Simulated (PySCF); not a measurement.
VF3, SMILES [F][V]([F])[F] (connectivity only; charge and spin as stated), neutral, multiplicity 3. Atoms are numbered in the order given.

```xyz
4

V      0.0000     0.0000     0.0514
F      0.0000     0.0000     1.7774
F      0.0000     1.4232    -0.9544
F      0.0000    -1.4232    -0.9544
```
Charge 0, spin multiplicity 3.

Geometry: PBE-D3(BJ)/def2-SVP. The multiplicity is an assumed one; other spin states were not compared.

Computed with PBE/def2-TZVPD (PySCF).

Mulliken values depend strongly on the basis, most of all with diffuse functions as here. ESP charges are fitted to the potential on shells at 1.4 to 2.0 van der Waals radii. Atomic charges (e):

```
atom  ESP fit  meta-Löwdin  Mulliken  Mulliken spin
----  -------  -----------  --------  -------------
V1          ?         1.35      1.70           2.02
F2          ?        -0.43     -0.57          -0.03
F3          ?        -0.46     -0.56           0.01
F4          ?        -0.46     -0.56           0.01
```

Task: Some entries are withheld; supply them. (The exact figures need the calculation; the answer reports its results.)

Result: 
- V1, ESP fit: 0.88
- F2, ESP fit: -0.27
- F3, ESP fit: -0.31
- F4, ESP fit: -0.31
